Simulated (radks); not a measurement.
The phosphorus anion P3-, [Ar], held by a Watson sphere: a shell of charge +3 at radius R that stands for the Madelung well of a crystal (potential energy -3/R inside, -3/r outside, in hartree with lengths in bohr). Calculated with a radial shooting solver on a logarithmic mesh with Libxc functionals: non-relativistic Kohn-Sham, PBE, spin-polarised, spherical densities, point nucleus. Response by self-consistent Sternheimer equations with the Hartree and adiabatic LDA kernel. The sphere does not respond.

R (bohr),e(2p) (eV),e(3s) (eV),e(3p) (eV),<r> 3p (bohr),sum of <r^2> (bohr^2),X-ray form factor at sin(theta)/lambda = 0.3 1/angstrom,alpha (bohr^3)
2.28,-120.79,-15.604,-7.578,2.353,50.33,8.436,34.26
2.62,-120.78,-14.476,-6.854,2.492,55.83,8.435,43.68
3.11,-120.82,-13.125,-5.865,2.686,64.05,8.475,62.53
3.6,-120.75,-12.079,-4.997,2.875,72.61,8.518,89.66
4.01,-120.65,-11.408,-4.380,3.030,80.14,8.542,120.8
